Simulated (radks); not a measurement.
The numbers below are computed, except where a source is named.
Question: These are the eigenvalues of the occupied orbitals of an atom or ion with whole-number occupations (Ry). Code: a radial shooting solver on a logarithmic mesh with Libxc functionals. Model: scalar-relativistic Kohn-Sham, LDA (Slater exchange, Perdew-Wang correlation), spin-polarised, spherical densities, point nucleus.

orbital  eigenvalue
1s up     -3309.456
1s down   -3309.447
2s up     -541.0767
2s down   -541.0681
2p up     -483.7843
2p down   -483.7767
3s up     -120.7593
3s down   -120.6501
3p up     -102.7692
3p down   -102.6609
3d up     -78.04176
3d down   -77.95563
4s up     -26.86385
4s down   -26.60423
4p up     -20.94558
4p down   -20.68529
4d up     -12.57920
4d down   -12.31745
5s up      -6.26264
5p up      -4.70378
5p down    -4.54008
4f up      -3.60133

Which element is it, and in what charge state? The configuration may be excited. Open shells, if any, are filled with parallel spins first.

Answer: Z = 61, promethium, charge +4: Pm4+ in [Kr] 4d10 4f4 5s1 5p6. The list shows which subshells hold electrons but not how many an open one holds; the 1s level, -1654.7 hartree, gives Z - s = 57.5 by -(Z - s)^2/2, which with screening and relativity narrows Z to a few neighbours, and the depths of the outer levels then fix element, charge and occupations together.
